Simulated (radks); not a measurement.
Problem. Valence configurations of neutral tin (all share [Kr]). Calculated with a radial shooting solver on a logarithmic mesh with Libxc functionals: scalar-relativistic Kohn-Sham, r2SCAN, spin-polarised, spherical densities, finite nucleus; open shells are filled with parallel spins first (spin-orbit coupling, left out, can overturn this in heavy ions); meta-GGA in the generalised Kohn-Sham scheme; Fermi nuclear charge, rms radius 4.6519 fm. Order these by energy: 4d8 5s2 5p4; 4d8.5 5s1.5 5p4; 4d10 5s2 5p2; 4d10 5s1.5 5p2.5; 4d10 5p4; 4d10 5s1 5p3; 4d9 5s2 5p3; 4d7.5 5s1.5 5p5; 4d9.5 5s2 5p2.5; 4d9 5s1 5p4.

Solution. From the lowest, in eV above it: 4d10 5s2 5p2 0.000; 4d10 5s1.5 5p2.5 2.446; 4d10 5s1 5p3 4.341; 4d9.5 5s2 5p2.5 11.415; 4d10 5p4 14.539; 4d9 5s2 5p3 23.710; 4d9 5s1 5p4 31.422; 4d8.5 5s1.5 5p4 42.315; 4d8 5s2 5p4 53.610; 4d7.5 5s1.5 5p5 74.212. NIST lists [Kr] 4d10 5s2 5p2 as the ground configuration; this level of theory agrees among the configurations tried. The energies are those of spherical high-spin densities, not of single terms.
